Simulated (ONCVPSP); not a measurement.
# nitrogen: one change to an ONCV potential, before and after

| Quantity | Value |
| --- | --- |
| Element | nitrogen |
| Generator | ONCVPSP 4.0.1 |
| Type | optimised norm-conserving Vanderbilt (ONCV) |
| Functional | BLYP |
| Relativity | scalar-relativistic |
| Frozen core | [He] |
| Valence charge | 5 |
| Reference configuration | 2s2 2p2.75 (charge +0.25) |
| Partial waves | 2s: rc 0.85 bohr, ncon 4, nbas 8, qcut 8.3 1/bohr, 3 projectors, debl 3.9 Ha; 2p: rc 2.10 bohr, ncon 5, nbas 8, qcut 7.4 1/bohr, 2 projectors, debl 1.9 Ha; d scattering state at 0.03 Ha: rc 2.00 bohr, ncon 4, nbas 7, qcut 4.5 1/bohr, 2 projectors, debl 2.6 Ha |
| Local potential | polynomial inside 0.70 bohr (lpopt 2, dvloc0 3 Ha) |
| Core correction | Teter function, fcfact 4.5, rcfact 1.65 |

Change: all radii but the core radius scaled by about 1.19 (s 1.02, p 2.50, d 2.38 bohr); local potential polynomial inside 0.84 bohr (lpopt 2, dvloc0 3 Ha).

Cutoffs: the cutoffs (Ha) at which the residual kinetic energy of the hardest occupied pseudo-wave falls to 1 and 0.1 mHa per electron; they do not see the model core or the augmentation charge, which bear on the density cutoff. Errors are all-electron minus pseudo energies relative to the spin-unpolarised reference configuration.

Question: What does the change do?

Answer: The potential gets softer (30 Ha and 55 Ha → 28 Ha and 37 Ha); the bound ghost in s disappears; of the 4 tests that both files solve, the error grows in 4 and shrinks in 0 by more than 15 % and 0.3 meV (median size 17.1 → 32.8 meV). A larger radius leaves more room for a smooth pseudo-wave, so fewer plane waves are needed. More of the atom is replaced by a form fitted at one configuration, so other configurations suffer.

```csv
quantity,base,changed
"cutoff, loose",30 Ha,28 Ha
"cutoff, tight",55 Ha,37 Ha
loose cutoff by channel,"s 30 Ha, p 18 Ha","s 28 Ha, p 15 Ha"
bound ghosts,s,none
GHOST(+) flags under 300 eV,none,none
"error for 2s2 2p3, meV [ΔE -2.14 eV]",+1.6,+3.1
"error for 2s2 2p2, meV [ΔE 11.43 eV]",+32,+61
"error for 2s2 2p1, meV [ΔE 40.30 eV]",+329,+590
"error for 2s2 2p2.5, meV [ΔE 2.94 eV]",+2.3,+4.6
"rms error of d²Exc/dni dnj with the model core, mHa",1.48,1.50
```

 A true bound ghost makes a file unfit for plane-wave use even where its test errors are small: the radial tests pick states by their node count and pass the ghost by.
